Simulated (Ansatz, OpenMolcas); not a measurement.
## C2H3BrO (acetyl bromide): a line through the functionals

C2H3BrO has 7 atoms, charge 0, and is taken as a singlet. SMILES: `CC(=O)Br`. The shape is that of a PBE0-D4/def2-TZVP optimisation.

The HOMO–LUMO gap y, in eV, basis 6-31G(d); a is the functional's share of exact exchange. Programs: Ansatz 0.2.0, OpenMolcas 26.06.

```
functional     program     a  y (eV)
       PBE      Ansatz     0    4.66
      TPSS  OpenMolcas     0    4.88
     B3LYP      Ansatz   0.2       ?
   r2SCAN0      Ansatz  0.25    7.54
      PBE0      Ansatz  0.25    7.20
     BHLYP      Ansatz   0.5    9.77
```

Task: Fit y = c + s·a to the known rows and predict B3LYP.

Result: 
1. Means of the 5 rows: a = 0.2000, y = 6.810.
2. Σ(Δa)² = 0.175, Σ(Δa·Δy) = 1.76, so the slope is 1.76/0.175 = 10.057.
3. Intercept: 6.810 − (10.057) × 0.2000 = 4.799. The largest residual of the fit is 0.23.
4. B3LYP: 4.799 + (10.057) × 0.2 = 6.81 eV.

The run gave 6.68 eV, so the prediction is off by +0.13 eV, within the largest residual. Exact exchange lowers occupied levels and raises empty ones. The rows mix families of semi-local functionals, which the line can't see.
